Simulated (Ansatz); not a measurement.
Bond stretch in CH₂S, SMILES C=S. The C1–S4 bond (C1 also carries H, H; S4 carries nothing else) is stretched with both fragments frozen at the PBE0/def2-TZVP optimised geometry.

Levels: UHF/cc-pVTZ (Ansatz, a program for electronic structure); RHF/cc-pVTZ (Ansatz); UKS-PBE0 = Ansatz with unrestricted PBE0/cc-pVTZ; RKS-PBE0 = restricted PBE0/cc-pVTZ (Ansatz); UKS-B3LYP = unrestricted B3LYP/cc-pVTZ (Ansatz); RKS-B3LYP = restricted B3LYP/cc-pVTZ (Ansatz).

Scanned distances (Å): 1.20, 1.27, 1.35, 1.43, 1.51, 1.54, 1.60, 1.64, 1.69, 1.76, 1.86, 1.96, 2.19, 2.41, 2.67, 2.89, 3.17, 3.52, 3.90, 4.35, 4.75, 5.69.

Task: Where does the unrestricted solution first break spin symmetry (<S²> of 0.01 or more)?

Result: UHF: between 1.51 and 1.54 Å; UKS-PBE0: between 1.76 and 1.86 Å; UKS-B3LYP: between 1.86 and 1.96 Å.

```json
[
 {"R / Å": "1.20", "<S²> UHF": "0.00", "E(RHF) − E(UHF) / kJ/mol": "0.0", "<S²> UKS-PBE0": "0.00", "E(RKS-PBE0) − E(UKS-PBE0) / kJ/mol": "0.0", "<S²> UKS-B3LYP": "0.00", "E(RKS-B3LYP) − E(UKS-B3LYP) / kJ/mol": "0.0"},
 {"R / Å": "1.27", "<S²> UHF": "0.00", "E(RHF) − E(UHF) / kJ/mol": "0.0", "<S²> UKS-PBE0": "0.00", "E(RKS-PBE0) − E(UKS-PBE0) / kJ/mol": "0.0", "<S²> UKS-B3LYP": "0.00", "E(RKS-B3LYP) − E(UKS-B3LYP) / kJ/mol": "0.0"},
 {"R / Å": "1.35", "<S²> UHF": "0.00", "E(RHF) − E(UHF) / kJ/mol": "0.0", "<S²> UKS-PBE0": "0.00", "E(RKS-PBE0) − E(UKS-PBE0) / kJ/mol": "0.0", "<S²> UKS-B3LYP": "0.00", "E(RKS-B3LYP) − E(UKS-B3LYP) / kJ/mol": "0.0"},
 {"R / Å": "1.43", "<S²> UHF": "0.00", "E(RHF) − E(UHF) / kJ/mol": "0.0", "<S²> UKS-PBE0": "0.00", "E(RKS-PBE0) − E(UKS-PBE0) / kJ/mol": "0.0", "<S²> UKS-B3LYP": "0.00", "E(RKS-B3LYP) − E(UKS-B3LYP) / kJ/mol": "0.0"},
 {"R / Å": "1.51", "<S²> UHF": "0.00", "E(RHF) − E(UHF) / kJ/mol": "0.0", "<S²> UKS-PBE0": "0.00", "E(RKS-PBE0) − E(UKS-PBE0) / kJ/mol": "0.0", "<S²> UKS-B3LYP": "0.00", "E(RKS-B3LYP) − E(UKS-B3LYP) / kJ/mol": "0.0"},
 {"R / Å": "1.54", "<S²> UHF": "0.09", "E(RHF) − E(UHF) / kJ/mol": "0.6", "<S²> UKS-PBE0": "0.00", "E(RKS-PBE0) − E(UKS-PBE0) / kJ/mol": "0.0", "<S²> UKS-B3LYP": "0.00", "E(RKS-B3LYP) − E(UKS-B3LYP) / kJ/mol": "0.0"},
 {"R / Å": "1.60", "<S²> UHF": "0.27", "E(RHF) − E(UHF) / kJ/mol": "5.7", "<S²> UKS-PBE0": "0.00", "E(RKS-PBE0) − E(UKS-PBE0) / kJ/mol": "0.0", "<S²> UKS-B3LYP": "0.00", "E(RKS-B3LYP) − E(UKS-B3LYP) / kJ/mol": "0.0"},
 {"R / Å": "1.64", "<S²> UHF": "0.37", "E(RHF) − E(UHF) / kJ/mol": "11.2", "<S²> UKS-PBE0": "0.00", "E(RKS-PBE0) − E(UKS-PBE0) / kJ/mol": "0.0", "<S²> UKS-B3LYP": "0.00", "E(RKS-B3LYP) − E(UKS-B3LYP) / kJ/mol": "0.0"},
 {"R / Å": "1.69", "<S²> UHF": "0.47", "E(RHF) − E(UHF) / kJ/mol": "20.1", "<S²> UKS-PBE0": "0.00", "E(RKS-PBE0) − E(UKS-PBE0) / kJ/mol": "0.0", "<S²> UKS-B3LYP": "0.00", "E(RKS-B3LYP) − E(UKS-B3LYP) / kJ/mol": "0.0"},
 {"R / Å": "1.76", "<S²> UHF": "0.60", "E(RHF) − E(UHF) / kJ/mol": "35.2", "<S²> UKS-PBE0": "0.00", "E(RKS-PBE0) − E(UKS-PBE0) / kJ/mol": "0.0", "<S²> UKS-B3LYP": "0.00", "E(RKS-B3LYP) − E(UKS-B3LYP) / kJ/mol": "0.0"},
 {"R / Å": "1.86", "<S²> UHF": "0.74", "E(RHF) − E(UHF) / kJ/mol": "60.1", "<S²> UKS-PBE0": "0.09", "E(RKS-PBE0) − E(UKS-PBE0) / kJ/mol": "0.3", "<S²> UKS-B3LYP": "0.00", "E(RKS-B3LYP) − E(UKS-B3LYP) / kJ/mol": "0.0"},
 {"R / Å": "1.96", "<S²> UHF": "0.84", "E(RHF) − E(UHF) / kJ/mol": "86.3", "<S²> UKS-PBE0": "0.33", "E(RKS-PBE0) − E(UKS-PBE0) / kJ/mol": "5.6", "<S²> UKS-B3LYP": "0.16", "E(RKS-B3LYP) − E(UKS-B3LYP) / kJ/mol": "1.1"},
 {"R / Å": "2.19", "<S²> UHF": "1.16", "E(RHF) − E(UHF) / kJ/mol": "142.4", "<S²> UKS-PBE0": "0.69", "E(RKS-PBE0) − E(UKS-PBE0) / kJ/mol": "30.1", "<S²> UKS-B3LYP": "0.57", "E(RKS-B3LYP) − E(UKS-B3LYP) / kJ/mol": "17.6"},
 {"R / Å": "2.41", "<S²> UHF": "1.56", "E(RHF) − E(UHF) / kJ/mol": "190.5", "<S²> UKS-PBE0": "0.94", "E(RKS-PBE0) − E(UKS-PBE0) / kJ/mol": "59.0", "<S²> UKS-B3LYP": "0.83", "E(RKS-B3LYP) − E(UKS-B3LYP) / kJ/mol": "39.5"},
 {"R / Å": "2.67", "<S²> UHF": "1.81", "E(RHF) − E(UHF) / kJ/mol": "236.4", "<S²> UKS-PBE0": "1.38", "E(RKS-PBE0) − E(UKS-PBE0) / kJ/mol": "100.9", "<S²> UKS-B3LYP": "1.23", "E(RKS-B3LYP) − E(UKS-B3LYP) / kJ/mol": "70.4"},
 {"R / Å": "2.89", "<S²> UHF": "1.91", "E(RHF) − E(UHF) / kJ/mol": "265.3", "<S²> UKS-PBE0": "1.66", "E(RKS-PBE0) − E(UKS-PBE0) / kJ/mol": "139.9", "<S²> UKS-B3LYP": "1.56", "E(RKS-B3LYP) − E(UKS-B3LYP) / kJ/mol": "101.7"},
 {"R / Å": "3.17", "<S²> UHF": "1.98", "E(RHF) − E(UHF) / kJ/mol": "290.7", "<S²> UKS-PBE0": "1.85", "E(RKS-PBE0) − E(UKS-PBE0) / kJ/mol": "178.7", "<S²> UKS-B3LYP": "1.79", "E(RKS-B3LYP) − E(UKS-B3LYP) / kJ/mol": "136.6"},
 {"R / Å": "3.52", "<S²> UHF": "2.01", "E(RHF) − E(UHF) / kJ/mol": "309.6", "<S²> UKS-PBE0": "1.95", "E(RKS-PBE0) − E(UKS-PBE0) / kJ/mol": "206.9", "<S²> UKS-B3LYP": "1.92", "E(RKS-B3LYP) − E(UKS-B3LYP) / kJ/mol": "163.6"},
 {"R / Å": "3.90", "<S²> UHF": "2.02", "E(RHF) − E(UHF) / kJ/mol": "320.7", "<S²> UKS-PBE0": "1.99", "E(RKS-PBE0) − E(UKS-PBE0) / kJ/mol": "224.6", "<S²> UKS-B3LYP": "1.98", "E(RKS-B3LYP) − E(UKS-B3LYP) / kJ/mol": "180.0"},
 {"R / Å": "4.35", "<S²> UHF": "2.02", "E(RHF) − E(UHF) / kJ/mol": "327.4", "<S²> UKS-PBE0": "2.00", "E(RKS-PBE0) − E(UKS-PBE0) / kJ/mol": "236.7", "<S²> UKS-B3LYP": "2.00", "E(RKS-B3LYP) − E(UKS-B3LYP) / kJ/mol": "191.4"},
 {"R / Å": "4.75", "<S²> UHF": "2.02", "E(RHF) − E(UHF) / kJ/mol": "330.6", "<S²> UKS-PBE0": "2.01", "E(RKS-PBE0) − E(UKS-PBE0) / kJ/mol": "242.8", "<S²> UKS-B3LYP": "2.01", "E(RKS-B3LYP) − E(UKS-B3LYP) / kJ/mol": "197.4"},
 {"R / Å": "5.69", "<S²> UHF": "2.02", "E(RHF) − E(UHF) / kJ/mol": "334.1", "<S²> UKS-PBE0": "2.01", "E(RKS-PBE0) − E(UKS-PBE0) / kJ/mol": "249.0", "<S²> UKS-B3LYP": "2.01", "E(RKS-B3LYP) − E(UKS-B3LYP) / kJ/mol": "203.7"}
]
```
